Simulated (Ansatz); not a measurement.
Reaction (cleavage of the Si–B bond): `B[Si](C)(F)Cl` + `[OH][AlH2]` → `C[Si](F)(Cl)[O][AlH2]` + BH₃

Gas-phase electronic energies from Ansatz, PBE0-D4/def2-TZVP geometries. CCSD(T)/CBS is the MP2 limit (def2-TZVPP, def2-QZVPP) plus CCSD(T) − MP2 in def2-TZVPP, frozen cores. This one scheme is used for every species. DFT in def2-TZVPP. One conformer a species, not always the lowest.

`B[Si](C)(F)Cl`:

Z-matrix (Å, degrees):
```
Si
C 1 1.849
F 1 1.600 2 107.6
B 1 1.997 2 120.2 3 -131.1
Cl 1 2.070 2 109.4 3 116.2
H 2 1.093 1 110.5 3 63.2
H 2 1.092 1 110.4 3 -176.8
H 2 1.092 1 110.4 3 -56.7
H 4 1.195 1 120.2 2 -33.4
H 4 1.194 1 121.2 2 152.4
```

`[OH][AlH2]`:

Cartesian coordinates in Å:
```
O -0.146 0.229 -1.186
Al -0.083 -0.246 0.441
H 0.367 0.951 -1.544
H 0.867 0.526 1.447
H -1.005 -1.461 0.842
```

`C[Si](F)(Cl)[O][AlH2]`:

Cartesian coordinates in Å:
```
C 1.367 1.394 -0.371
Si -0.312 0.738 -0.011
F -0.910 1.488 1.259
Cl -1.586 1.146 -1.567
O -0.314 -0.839 0.276
Al -0.958 -2.390 0.513
H 2.034 1.201 0.473
H 1.783 0.913 -1.258
H 1.331 2.471 -0.548
H 0.089 -3.557 0.683
H -2.524 -2.564 0.551
```

BH₃:

Z-matrix (Å, degrees):
```
B
H 1 1.193
H 1 1.193 2 120.0
H 1 1.193 2 120.0 3 180.0
```

(1) Is it downhill or uphill in electronic energy at CCSD(T)/CBS, and by how much? (An estimate is asked.)

(2) What do these levels give: PBE, r2SCAN, SCS-MP2/def2-TZVPP, HF/def2-QZVPP, MP2/def2-QZVPP, HF/CBS(def2)? (An estimate is asked.)

Largest T1 diagnostic among the species: 0.012.

## Answers

(1) The calculation gave: Downhill: ΔE = -1.71 eV.

(2) Computed: PBE -1.38, r2SCAN -1.64, SCS-MP2/def2-TZVPP -1.80, HF/def2-QZVPP -2.00, MP2/def2-QZVPP -1.78, HF/CBS(def2) -2.00 eV.

In def2-TZVPP, CCSD(T) changes the Hartree–Fock value by +0.26 eV (the triples alone add +0.03 eV) and MP2 by +0.20 eV. The D4 term adds −0.05 eV with B3LYP and −0.03 eV with PBE0; it sums over pairs of atoms, weighted by their polarisabilities, and B3LYP, whose exchange is more repulsive, gets the larger term. From PBE to PBE0 (25 % exact exchange), in def2-TZVPP and without D4, ΔE moves by −0.14 eV.

B3LYP here is the variant with VWN-RPA as its local correlation; programs differ in this.
